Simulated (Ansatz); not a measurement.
C2H7ClO2Sn, SMILES `C[O][SnH]([Cl])[O]C`. Total charge 0; spin multiplicity 1. Sn: def2 effective core potential. The geometry is a stationary point of PBE0-D4/def2-TZVP. It is one conformer, not always the lowest.

```xyz
13

C     0.732    1.228   -1.630
O    -0.446    1.290   -0.856
Sn   -1.335   -0.364   -0.332
Cl   -2.954    0.359    1.145
O    -0.038   -1.449    0.630
C     0.573   -0.958    1.805
H     1.522    0.639   -1.147
H     1.101    2.249   -1.757
H     0.554    0.808   -2.629
H    -1.957   -1.283   -1.611
H     1.278   -1.716    2.154
H     1.128   -0.029    1.627
H    -0.157   -0.774    2.602
```

Q: What is the dipole moment at ωB97M-V/def2-TZVPP? (Estimate.)

A: Ansatz gave: 1.96 D, with components (1.23, -0.72, -1.35) D in this frame, pointing from negative to positive charge.

Q: And with PBE, r2SCAN, B3LYP? (An estimate is asked.)

A: Ansatz gave: PBE 1.93 D, r2SCAN 2.00 D, B3LYP 1.98 D.

Q: Give the Mulliken charges with ωB97M-V, r2SCAN, PBE in def2-TZVPP. (An estimate is asked.)

A: Computed: 
```
atom  ωB97M-V  r2SCAN    PBE
  C1    -0.19    0.01  -0.15
  O2    -0.52   -0.53  -0.46
 Sn3     1.09    1.16   1.07
 Cl4    -0.33   -0.37  -0.35
  O5    -0.53   -0.54  -0.47
  C6    -0.18    0.01  -0.14
  H7     0.11    0.06   0.10
  H8     0.12    0.06   0.10
  H9     0.11    0.05   0.09
 H10    -0.05   -0.09  -0.10
 H11     0.12    0.06   0.10
 H12     0.11    0.06   0.10
 H13     0.12    0.07   0.10
```

B3LYP here is the variant with VWN-RPA as its local correlation; programs differ in this.
